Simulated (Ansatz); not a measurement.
Diatomic SiS-, multiplicity 2 (lowest of 2S+1 = 2, 4 at CCSD(T)/def2-TZVPP on PBE0 minima; our sources give no spin for the ground state, which may be another).

The constants come from a fifth-degree fit in 1/R (seven points, main isotopes). Runs in def2 and cc sets follow the lowest solution found near the PBE0 minimum.

Codes used: Ansatz (Gaussian basis) for Hartree–Fock, density functionals and correlated methods. 

Energies at r2SCAN/def2-TZVPP:

```csv
R (Å),E (hartree)
1.887682,-687.66381200
1.938426,-687.67021325
1.985111,-687.67339816
2.037884,-687.67448668
2.090658,-687.67344933
2.151551,-687.67020794
2.222593,-687.66437165
```

Task: With a reduced mass of 14.9207 u, find the minimum, the force constant and the constants.

Result: A fifth-degree polynomial in 1/R puts the minimum at r_e = 2.0364 Å with force constant 334 N/m. Then ω_e = (1/2πc)√(k/μ) = 616 cm⁻¹ and B_e = h/(8π²cμr_e²) = 0.2724 cm⁻¹; the cubic and quartic terms give α_e = 0.0015 and ω_e x_e = 2.4 cm⁻¹.

Ansatz is a program for electronic structure.
